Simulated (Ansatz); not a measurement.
Reaction (substitution at a C–I bond): `C=C=C(C)I` + H–F → `C=C=C(C)F` + HI

Isolated molecules relaxed with PBE0-D4/def2-TZVP in Ansatz; ΔE leaves out vibrations. CBS: MP2 limit from def2 TZ/QZ plus the TZ coupled-cluster correction, frozen cores. This one scheme is used for every species. Functionals use def2-TZVPP. B3LYP here is the variant with VWN-RPA as its local correlation; programs differ in this. Elements past krypton have def2 core potentials. For I outer-core shells are correlated without core-valence functions, which leaves a few kJ/mol of doubt a bond.

| level | ΔE (eV) |
| --- | --- |
| PBE-D4 | 0.39 |
| B3LYP-D4 | 0.37 |
| B2PLYP | 0.39 |
| HF/def2-TZVPP | 0.15 |
| CCSD/def2-TZVPP | 0.41 |
| CCSD(T)/def2-TZVPP | 0.46 |
| HF/def2-QZVPP | 0.16 |
| HF/CBS(def2) | 0.16 |

Question: What does CCSD(T)/CBS give? (Estimate.)

Answer: Computed: +0.55 eV. The listed levels differ from it by -0.16, -0.18, -0.16, -0.40, -0.14, -0.09, -0.39, -0.39 eV.

Largest T1 diagnostic among the species: 0.012.

In def2-TZVPP, CCSD(T) changes the Hartree–Fock value by +0.31 eV (the triples alone add +0.06 eV) and MP2 by +0.54 eV. The D4 term adds +0.12 eV with B3LYP and +0.06 eV with PBE0; it sums over pairs of atoms, weighted by their polarisabilities, and B3LYP, whose exchange is more repulsive, gets the larger term.
